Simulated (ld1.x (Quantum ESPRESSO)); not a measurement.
# Configuration tests for Ga (TM)

ld1.x (Quantum ESPRESSO) 7.5 input, shortened:

```
&input
   title='Ga', zed=31., rel=1, dft='PZ', iswitch=3,
   config='[Ar] 3d10 4s2 4p1 4d-2'
 /
 &inputp
   pseudotype=2, tm=.true., lloc=0,
   nlcc=.true., new_core_ps=.true.
 /
3
4P  2  1   1.00   0.00  2.05  2.05  0.0
4D  3  2  -2.00   0.05  1.95  1.95  0.0
4S  1  0   2.00   0.00  1.70  1.70  0.0
 &test
   configts(1)='4s2 4p1'
 /
```

Energies are relative to the spin-unpolarised reference configuration 4s2 4p1; without spin polarisation the order of configurations can differ from experiment. Spin-polarised rows fill each open shell by Hund’s rule, majority spin first.

```
   valence configuration  charge  ΔE all-electron (eV)  error AE − PS (meV)
                 4s2 4p0      +1                 5.888                  -11
                 4s1 4p2       0                 6.612                  -17
                 4s0 4p3       0                13.544                  -66
               4s2 4p1.3    -0.3                -0.578                 -0.1
                 4s1 4p1      +1                13.338                  -50
4s2 4p1 (spin-polarised)       0                -0.134                 -0.9
4s1 4p0 (spin-polarised)      +2                27.084                 -193
```

Task: What are ΔE and the potential's error for 4s2 4p0.5?

Result: ΔE = 2.120 eV all-electron; the error (AE − PS) is -1.8 meV.

Task: What are ΔE and the potential's error for 4s1 4p0?

Result: ΔE = 27.391 eV all-electron; the error (AE − PS) is -177 meV.

Note: ghost state, extra bound levels that the all-electron valence spectrum of the same l lacks: d at -30.3 eV. A true bound ghost makes a file unfit for plane-wave use.
